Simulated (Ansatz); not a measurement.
`C[SiH2]C(C)O` → `[CH2]` (triplet) + `CC(O)[SiH3]` at 400 K and 1 bar (formal loss of a carbene).

Isolated molecules relaxed with PBE0-D4/def2-TZVP in Ansatz; ΔE leaves out vibrations. CBS: MP2 limit from def2 TZ/QZ plus the TZ coupled-cluster correction, frozen cores. This one scheme is used for every species. Triplets are unrestricted, without spin–orbit coupling. One conformer a species, not always the lowest.

```tsv
species	CCSD(T)/CBS energy (Eh)	H − E (kJ/mol)	S (J/(mol·K))
`C[SiH2]C(C)O`	-484.43123	362.9	402.9
`[CH2]` (triplet)	-39.09499	59.0	205.7
`CC(O)[SiH3]`	-445.15454	279.0	356.9
```

H − E and S are ideal-gas, rigid-rotor, harmonic terms from PBE0-D4/def2-TZVP, for one conformer and one mirror image of each species, with the whole ground term of open shells counted as degenerate. 1 Eh = 2625.50 kJ/mol, R = 8.31446 J/(mol·K).

Problem. By hand: ΔE, ΔH, ΔS and ΔG.

Solution. ΔE = (-39.09499) + (-445.15454) − (-484.43123) = 0.18170 Eh = 477.1 kJ/mol. Δ(H − E) = 59.0 + 279.0 − 362.9 = -24.9, so ΔH = 452.2 kJ/mol. ΔS = 205.7 + 356.9 − 402.9 = 159.7 J/(mol·K). ΔG = 452.2 − 400 × (159.7)/1000 = 388.3 kJ/mol.

Problem. By hand: the equilibrium constant, and the temperature at which ΔG would vanish if ΔH and ΔS stayed fixed.

Solution. log₁₀ K = −ΔG/(RT ln 10) = -50.7. ΔG = 0 at ΔH/ΔS = 2832 K, far beyond where these terms or the molecules hold.

The number of gas molecules changes by +1, which sets the sign of ΔS. A doubt of 5 kJ/mol in ΔE shifts log₁₀ K by 0.7 here. Other conformers and mirror images would add mixing entropy, several J/(mol·K) or more a flexible species. A triplet takes part, so the spin changes. These are equilibria of isolated gas molecules and say nothing of rates. Largest T1 diagnostic: 0.011 (customary marks: 0.02 for closed shells, 0.045 for open ones).
